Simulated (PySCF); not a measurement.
Spectrum to structure. Method: PySCF 2.14.0, density-fitted response routines, TDDFT B3LYP/def2-SVPD, vertical, gas phase, core orbitals frozen in the response. Geometries: GFN2-xTB, one conformer each.

| state | E (eV) | λ (nm) | f |
| --- | --- | --- | --- |
| S1 | 5.41 | 229.0 | 0.0000 |
| S2 | 5.59 | 221.6 | 0.0047 |
| S3 | 5.65 | 219.3 | 0.0004 |
| S4 | 6.25 | 198.4 | 0.017 |
| S5 | 6.27 | 197.8 | 0.047 |
| S6 | 6.44 | 192.4 | 0.159 |
| S7 | 6.55 | 189.3 | 0.0001 |
| S8 | 6.90 | 179.7 | 0.010 |

Orbital energies (eV): HOMO-3 -9.47, HOMO-2 -8.91, HOMO-1 -8.57, HOMO -8.36, LUMO -1.62, LUMO+1 -1.55, LUMO+2 -0.46.

Question: Which structure fits? All have the formula C3H3Cl2FSi.
A. `CC#C[Si](F)(Cl)Cl`
B. `FC(Cl)(Cl)C#C[SiH3]`
C. `C([SiH2]C(Cl)(F)Cl)#C`

Answer: B. Its S1, at 5.41 eV, is the lowest among the candidates; the nearest of the others has S1 at 5.83 eV. S1 is HOMO→LUMO (90%). Löwdin shares by element: HOMO carbon 58% or more, chlorine 33%; LUMO carbon 36% or more, chlorine 35% (atoms not listed hold the other 30%). At the same level the other candidates give, for their lowest levels:
- `CC#C[Si](F)(Cl)Cl`: 5.83 eV (f 0.000); 6.03 eV (f 0.001); 6.09 eV (f 0.000); 7.23 eV (f 0.003); 7.28 eV (f 0.029); T1 4.93 eV; HOMO -8.13, LUMO -0.82 eV
- `C#C[SiH2]C(F)(Cl)Cl`: 5.92 eV (f 0.000); 6.12 eV (f 0.017); 6.28 eV (f 0.001); 6.43 eV (f 0.030); 6.53 eV (f 0.004); T1 4.97 eV; HOMO -8.35, LUMO -1.16 eV
Triplets come from the Tamm–Dancoff approximation.
